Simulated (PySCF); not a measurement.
H6Se, SMILES [SeH6]. The structure is a stationary point at B3LYP-D3(BJ)/def2-TZVP.

TDA-ωB97X/def2-TZVPD (PySCF 2.14.0) puts the lowest singlet excitations at 4.45, 4.45, 6.92, 6.92, 6.92, 6.97 eV.

### Question
What are the lowest excitation roots from ADC(2)/aug-cc-pVDZ in PySCF? (An estimate is asked for; the answer gives what the named calculation found.)

### Answer
4.31, 4.31, 6.67, 6.67, 6.67, 6.76 eV. S1 differs by -0.14 eV (second minus first; roots are paired by order, and the bases may differ).
